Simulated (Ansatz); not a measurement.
The cluster Na₅H₅⁺. Total charge 1; doublet. Geometry PBE0-D4/def2-SVP, that of the neutral singlet; atoms count from 1.

```xyz
10

Na    0.317    0.755   -3.111
Na   -2.067   -1.006    2.218
Na    1.564   -0.210    2.802
Na    3.018    0.870   -0.494
Na   -2.832   -0.408   -1.414
H     2.955    0.429    1.480
H    -0.329   -0.786    3.236
H    -1.628    0.224   -2.917
H    -3.153   -0.911    0.516
H     2.154    1.045   -2.315
```

The structure comes from a short search, and lower isomers may exist.

Problem. Estimate the Mulliken populations from the PBE0/def2-TZVP orbitals of Ansatz.

Solution. 
| atom | charge (e) | spin (α − β) |
| --- | --- | --- |
| Na1 | 0.46 | -0.02 |
| Na2 | 0.47 | -0.03 |
| Na3 | 0.46 | -0.02 |
| Na4 | 0.48 | 0.04 |
| Na5 | 0.47 | -0.03 |
| H6 | -0.30 | 0.13 |
| H7 | -0.25 | 0.27 |
| H8 | -0.25 | 0.27 |
| H9 | -0.25 | 0.25 |
| H10 | -0.30 | 0.13 |
Mulliken values depend strongly on the basis.

Problem. Where does the spin sit?

Solution. Summed by element: Na -0.05, H 1.05, of 1 unpaired in all. Largest on single atoms: H8 0.27, H7 0.27, H9 0.25.
